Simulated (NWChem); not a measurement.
C$_{3}$H$_{5}$N$_{3}$; SMILES N=c1[nH]cc[nH]1

```xyz
11

N      0.0765    -2.0732     0.0000
C     -0.0021    -0.7953     0.0000
N      1.0891     0.0553     0.0000
C      0.6985     1.3836     0.0000
C     -0.6523     1.4052     0.0000
N     -1.0800     0.0813     0.0000
H     -0.8471    -2.5014     0.0000
H      2.0317    -0.3035     0.0000
H      1.4115     2.2026     0.0000
H     -1.3426     2.2432     0.0000
H     -2.0397    -0.2268     0.0000
```
Atoms are numbered in this order, from 1.

Program: NWChem. Pople sets run with spherical d functions. The geometry was optimised at PBE0/def2-SVP. Vzz is the largest principal value of the second derivative of the potential at the nucleus (NWChem prints the opposite sign); η is the asymmetry. Non-relativistic.

```
level                 Vzz N1 (a.u.)  η N1  Vzz N3 (a.u.)  η N3  Vzz N6 (a.u.)  η N6  relative time
--------------------  -------------  ----  -------------  ----  -------------  ----  -------------
B3LYP/def2-SVP                0.623  0.40         -0.905  0.01         -0.937  0.03              2
B3LYP/def2-TZVP               0.583  0.47         -0.879  0.03         -0.914  0.01              6
Hartree-Fock/6-31G*           0.633  0.42         -0.983  0.05         -1.007  0.03              1
Hartree-Fock/cc-pVTZ          0.615  0.58         -0.970  0.06         -1.002  0.05              6
```

The last column is a rough cost ratio, cheapest run = 1.
